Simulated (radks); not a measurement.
All-electron atom: P2+ in [Ne] 3s2 6s1 (not the ground configuration).

All-electron calculation, scalar-relativistic Kohn-Sham, PBE, spin-unpolarised, spherical densities, point nucleus. Program: a radial shooting solver on a logarithmic mesh with Libxc functionals.

Energy parts (eV):
| part | energy |
|---|---|
| total | -9250.514 |
| kinetic | 9281.557 |
| electron-nucleus | -21646.290 |
| Hartree | 3715.186 |
| exchange-correlation | -600.968 |

Orbitals (lengths in bohr, moments of r in powers of bohr; r(90%) holds 90 % of the orbital's charge):
orbital  occ.  eigenvalue (eV)  r(90%)     <r>      <r^4>
1s          2        -2120.870   0.185  0.1036  0.0005398
2s          2        -209.3080   0.814  0.5184     0.1872
2p          6        -159.9337   0.807  0.4831     0.1862
3s          2         -42.6658    2.48   1.673      15.90
6s          1          -4.7648    15.5   11.44      27440

The highest occupied level is 6s at -4.765 eV. Summed over all electrons, <r^2> = 154.1 bohr^2, which gives a Langevin (diamagnetic) susceptibility term of -122 x 10^-6 cm^3/mol. The density falls to 0.001 e/bohr^3 at r = 3.18 bohr.
